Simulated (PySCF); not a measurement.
CI₂, SMILES I[C]I (connectivity only; charge and spin as stated), neutral, multiplicity 1. Atoms are numbered in the order given.

```xyz
3

C      0.0000     0.0000    -1.1083
I      0.0000     1.7512     0.0627
I      0.0000    -1.7512     0.0627
```

Coordinates come from a B3LYP-D3(BJ)/def2-TZVP optimisation. The def2 effective core potentials stand for the cores of I; spin–orbit coupling is left out.

Computed with CAM-B3LYP/def2-TZVPD run with PySCF.

Symmetry labels are those of the subgroup C2v that the program uses (full group C2v).

Computed valence orbital energies around the gap with their symmetry:
```tsv
orbital	symmetry	energy (eV)
HOMO−7	B2	-21.66
HOMO−6	A1	-17.21
HOMO−5	B2	-12.06
HOMO−4	A1	-11.06
HOMO−3	B1	-10.76
HOMO−2	A2	-9.29
HOMO−1	B2	-8.89
HOMO	A1	-8.15
LUMO	B1	-2.60
LUMO+1	A1	-0.98
LUMO+2	B2	0.20
LUMO+3	A1	0.88
```
